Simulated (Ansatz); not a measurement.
C2H9AlSi can be A, `C[SiH](C)[AlH2]`, or B, `[CH3][AlH][SiH2]C`.

Isolated molecules relaxed with PBE0-D4/def2-TZVP in Ansatz; ΔE leaves out vibrations. CCSD(T)/CBS adds triple-zeta CCSD(T) − MP2 to the extrapolated MP2 energy (def2 sets, frozen cores). DFT in def2-TZVPP. B3LYP here is the variant with VWN-RPA as its local correlation; programs differ in this. Each species was taken in one conformer, which may not be the lowest.

A:

```xyz
13

C    -1.787    0.198   -0.183
Si    0.080    0.175   -0.434
C     0.908    1.352    0.783
Al    1.028   -2.097   -0.361
H    -2.290   -0.447   -0.908
H    -2.054   -0.153    0.817
H    -2.180    1.211   -0.300
H     0.355    0.692   -1.816
H     0.516    2.366    0.667
H     0.730    1.040    1.815
H     1.988    1.386    0.626
H     2.541   -2.353    0.070
H     0.164   -3.371   -0.777
```

B:

Z-matrix (Å, degrees):
```
C
Al 1 1.956
H 1 1.096 2 110.5
H 1 1.092 2 113.7 3 121.6
H 1 1.096 2 110.3 3 -117.0
Si 2 2.462 1 122.0 3 -122.8
H 2 1.595 1 118.2 3 57.2
C 6 1.886 2 114.1 1 -0.4
H 6 1.496 2 109.7 1 121.9
H 6 1.496 2 109.8 1 -122.8
H 8 1.092 6 110.8 2 -59.9
H 8 1.092 6 111.1 2 179.9
H 8 1.092 6 110.8 2 59.7
```

Q: Which is lower in electronic energy at CCSD(T)/CBS, and by how much? (An estimate is asked.)

A: Ansatz gave: B, by 8.0 kJ/mol.

Q: Give E(B) − E(A) in kJ/mol with B2PLYP, ωB97M-V, LDA (SPW92), CCSD(T)/def2-SVP, B3LYP-D4, HF/def2-TZVPP, PBE-D4. (Estimate.)

A: Computed: B2PLYP -9.7, ωB97M-V -8.1, LDA (SPW92) -9.7, CCSD(T)/def2-SVP -7.7, B3LYP-D4 -8.1, HF/def2-TZVPP -5.8, PBE-D4 -9.2. None reverses the order clearly.

Q: Does the order hold for the free energy at 298.15 K (harmonic terms from PBE0-D4)? (An estimate is asked.)

A: Computed: Yes: G(B) − G(A) = -13.8 kJ/mol, for one conformer each. Modes under 60 cm⁻¹, often nearly free rotors, make the harmonic entropy too high.

Largest T1 diagnostic: 0.011.

From BLYP to BHLYP (50 % exact exchange), in def2-TZVPP and without D4, E(B) − E(A) moves by +3.8 kJ/mol. The D4 term adds +3.1 kJ/mol with B3LYP and +1.6 kJ/mol with PBE0; it sums over pairs of atoms, weighted by their polarisabilities, and B3LYP, whose exchange is more repulsive, gets the larger term.
